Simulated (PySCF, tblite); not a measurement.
Species: C5H7Cl3Si.
Atom-mapped SMILES: `[CH2:1]=[C:2]([SiH3:3])[C:4](=[CH2:5])[C:6]([Cl:7])([Cl:8])[Cl:9]` (hydrogens: H10, H11 on C1; H12, H13, H14 on Si3; H15, H16 on C5)

Structure used (GFN2-xTB), in Å, numbered top down from 1:
```
atom  x, y, z in Å
C1    -1.4832    1.3144    0.0243
C2    -0.7198    0.2286    0.0560
Si3   -1.4654   -1.5161   -0.0349
C4     0.7369    0.3815    0.2225
C5     1.2702    0.9330    1.3058
C6     1.5764   -0.1665   -0.8906
Cl7    0.8137    0.1608   -2.4682
Cl8    3.2137    0.5089   -0.9376
Cl9    1.7240   -1.9394   -0.7051
H10   -2.5536    1.2463   -0.0692
H11   -1.0695    2.3106    0.0716
H12   -1.2721   -2.0940   -1.3631
H13   -0.8499   -2.3359    1.0080
H14   -2.8961   -1.3530    0.2288
H15    2.3318    1.0352    1.4451
H16    0.6352    1.2946    2.0952
```

Jobs on this species (16 atoms, 102 electrons) with PySCF (density fitting) and tblite. Hardware of each: Intel Xeon 6975P-C, one thread, shared host. Times come from a shared host and carry two figures at best.

```json
{"level and settings": "PBE0/pcSseg-1", "work": "shieldings, charges and field gradients", "basis functions": "216", "SCF cycles": "?", "wall time": "?"}
{"level and settings": "GFN2-xTB", "work": "L-BFGS relaxation", "basis functions": "–", "SCF cycles": "–", "wall time": "0.92 s"}
{"level and settings": "GFN2-xTB", "work": "Hessian by finite differences", "basis functions": "–", "SCF cycles": "–", "wall time": "0.86 s"}
```

Problem. Fill in the missing figures.

Solution. 
- PBE0/pcSseg-1; shieldings, charges and field gradients: 33 s, 14 SCF cycles

Problem. What do all jobs in the table cost together?

Solution. About 35 s; the longest takes about 95 % of that, and about 38 times as long as the shortest.
